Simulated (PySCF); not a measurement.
## Optical rotation: `C#C[Si@@]1(N)[SiH2][SiH2][Si@@H]1O`, C2H9NOSi4

Geometry (Å), atoms numbered from 1 in this order:
```xyz
17

C     2.4983   -0.8865    2.5352
C     1.7440   -0.7638    1.6046
Si    0.5752   -0.5796    0.1671
N     0.9796   -1.6614   -1.1387
Si   -1.7262   -0.7442    0.6874
Si   -2.0420    1.4321   -0.1616
Si    0.2549    1.6031   -0.6792
O     0.5925    1.7441   -2.2801
H     3.1545   -0.9905    3.3523
H     0.8494   -2.6525   -1.0059
H     1.8473   -1.5125   -1.6312
H    -2.4857   -1.8326    0.0494
H    -2.0371   -0.9382    2.1120
H    -2.9975    1.5417   -1.2797
H    -2.5666    2.4141    0.7999
H     1.0556    2.7437   -0.2314
H     0.2967    1.0950   -2.9100
```

Theory: PySCF 2.14.0, TDDFT CAM-B3LYP/def2-SVPD circular dichroism and optical rotation, one conformer, gas phase. Geometry: GFN2-xTB.

The molecule is flexible and this is one conformer; a measurement averages over conformers.

Stereocentres: Si3 R, Si7 S.

Q: Give the optical rotatory dispersion at 633, 589.3, 546, 436, 405, 365, 355 nm.

A: [α] in deg dm⁻¹ (g/mL)⁻¹:
| λ (nm) | origin-invariant length gauge | modified velocity gauge | length gauge (centre of mass) | isotropic polarisability (au) |
| --- | --- | --- | --- | --- |
| 633 | +98.6 | +99.0 | +99.1 | 154.1 |
| 589.3 | +120.2 | +120.7 | +120.8 | 155.1 |
| 546 | +150.7 | +151.4 | +151.3 | 156.4 |
| 436 | +340.4 | +342.8 | +341.6 | 161.8 |
| 405 | +488.3 | +492.2 | +489.7 | 164.3 |
| 365 | +984.9 | +994.4 | +987.0 | 169.0 |
| 355 | +1279.8 | +1292.7 | +1282.1 | 170.5 |

The shortest wavelength is close to the first absorption, where this undamped response comes out too large.

Q: And for the mirror image at 589.3 nm?

A: -120.2 deg dm⁻¹ (g/mL)⁻¹ (origin-invariant length gauge): the same size and the opposite sign.

Q: What is the molar rotation [Φ] = [α]·M/100 of the geometry above at 589.3 nm?

A: With M = 175.44 g/mol, +210.9 deg cm² dmol⁻¹ (origin-invariant length gauge).

The first excitation lies at 3.93 eV (316 nm) with R = +7.7 × 10⁻⁴⁰ esu² cm² (velocity form).
